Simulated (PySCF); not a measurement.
C5H5F, SMILES C#C[C@H](F)C=C. Geometry optimised at PBE-D3(BJ)/def2-SVP. The structure was generated by enumeration; whether it is a known compound was not checked. Other conformers were not sampled.

The numbers are results of PySCF with PBE-D3(BJ)/def2-SVP, not measurements.

Harmonic wavenumbers (cm⁻¹): 89, 164, 241, 273, 433, 513, 578, 639, 667, 696, 875, 911, 964, 979, 1006, 1103, 1236, 1258, 1285, 1361, 1675, 2166, 2916, 3087, 3106, 3192, 3406. Rotational constants (GHz): 6.607, 2.503, 2.001; symmetry number 1.

### Question
Work out the zero-point energy and the ideal-gas rigid-rotor harmonic-oscillator thermochemistry at 298.15 K and 1 atm.

### Answer
ZPE = ½ Σ hcν = ½ × 34819 cm⁻¹ = 208.27 kJ/mol. H − E(el) = 227.84 kJ/mol. Entropy in J/(mol K): translation 164.02, rotation 111.61, vibration 55.76, total 331.40. G − E(el) = 129.04 kJ/mol. Cp = 103.92 J/(mol K). Modes under 150 cm⁻¹ make the vibrational entropy uncertain.
